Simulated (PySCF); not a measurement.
# NMR parameters of Si(vinyl)2(NHiPr)2

Si(vinyl)2(NHiPr)2, C10H22N2Si, point group C1.

Cartesian coordinates in Å; atom numbers follow the order of the lines, from 1:
```xyz
35

Si    0.4780   -0.0371    0.3424
C     0.4551   -0.3418    2.1988
C     1.2553    0.2742    3.0775
H    -0.2878   -1.0454    2.6037
H     2.0166    0.9931    2.7525
H     1.1911    0.0955    4.1571
C     2.2401    0.2366   -0.2571
C     3.3345   -0.2732    0.3207
H     2.3890    0.8273   -1.1736
H     3.2740   -0.8766    1.2338
H     4.3399   -0.1151   -0.0867
N    -0.3144    1.4136   -0.1840
C    -1.6164    1.9512    0.1714
C    -1.5002    3.0403    1.2352
C    -2.5723    0.8546    0.6179
H     0.3189    2.1347   -0.5141
H    -2.0564    2.4131   -0.7354
H    -1.0868    2.6177    2.1649
H    -2.4794    3.4928    1.4600
H    -0.8264    3.8461    0.9026
H    -2.2346    0.3997    1.5632
H    -3.5753    1.2723    0.7904
H    -2.6428    0.0536   -0.1304
N    -0.2993   -1.4655   -0.2681
C    -0.3887   -1.9645   -1.6300
C     0.7230   -2.9658   -1.9386
C    -0.3984   -0.8306   -2.6446
H    -0.3790   -2.2129    0.4142
H    -1.3556   -2.4959   -1.7334
H     1.7067   -2.4747   -1.8688
H     0.6147   -3.3933   -2.9484
H     0.7127   -3.7990   -1.2179
H     0.5627   -0.2915   -2.6466
H    -0.5562   -1.2305   -3.6572
H    -1.1875   -0.0996   -2.4223
```

GIAO calculations in PySCF 2.14 on the PBE0-D3(BJ)/def2-SVP structure: isolated species, non-relativistic, equivalent atoms averaged; basis pcSseg-1.

Question: Give the isotropic shieldings (ppm) with PBE0, wB97X-D.

Answer: 
```csv
atoms,environment,PBE0,wB97X-D
Si1,"silicon bonded to 2 C, 2 N",389.0,388.2
N12/N24,"nitrogen bonded to C, Si, H",188.7,192.8
C2/C7,"carbon bonded to C, Si, H",36.2,36.1
C3/C8,"carbon bonded to C, 2 H",40.9,39.9
C13/C25,"carbon bonded to 2 C, N, H",136.9,138.1
C14/C15/C26/C27,"carbon bonded to C, 3 H",156.5,156.4
H5/H6/H10/H11,hydrogen on a carbon bonded to C,25.03,25.16
H4/H9,"hydrogen on a carbon bonded to C, Si",25.05,25.20
H17/H29,"hydrogen on a carbon bonded to 2 C, N",28.07,28.30
H18/H19/H20/H21/H22/H23/H30/H31/H32/H33/H34/H35,hydrogen on a carbon bonded to C,30.07,30.18
H16/H28,"hydrogen on a nitrogen bonded to C, Si",31.03,31.22
HOMO–LUMO gap (eV),–,5.96,9.62
```

Question: And the chemical shifts, against references computed in the same way?

Answer: 
| atoms | nucleus, reference | PBE0 | wB97X-D |
| --- | --- | --- | --- |
| Si1 | $^{29}$Si, TMS | -37.0 | -35.3 |
| N12/N24 | $^{15}$N, NH3 | 76.9 | 71.2 |
| C2/C7 | $^{13}$C, TMS | 148.2 | 148.5 |
| C3/C8 | $^{13}$C, TMS | 143.5 | 144.6 |
| C13/C25 | $^{13}$C, TMS | 47.5 | 46.5 |
| C14/C15/C26/C27 | $^{13}$C, TMS | 28.0 | 28.1 |
| H5/H6/H10/H11 | $^{1}$H, TMS | 6.24 | 6.22 |
| H4/H9 | $^{1}$H, TMS | 6.22 | 6.18 |
| H17/H29 | $^{1}$H, TMS | 3.20 | 3.08 |
| H18/H19/H20/H21/H22/H23/H30/H31/H32/H33/H34/H35 | $^{1}$H, TMS | 1.19 | 1.20 |
| H16/H28 | $^{1}$H, TMS | 0.24 | 0.16 |

Question: Which part of the shielding of Si1 depends on the functional?

Answer: Diamagnetic: PBE0 887, wB97X-D 888 ppm; paramagnetic: PBE0 -498, wB97X-D -499 ppm. The diamagnetic part, set mainly by inner electrons, hardly moves; the paramagnetic part goes with low-lying magnetically allowed excitations and carries the spread.

Experimental scales use liquid or dissolved standards, which lie at an offset from isolated NH3 (liquid NH3: subtract about 20 ppm).
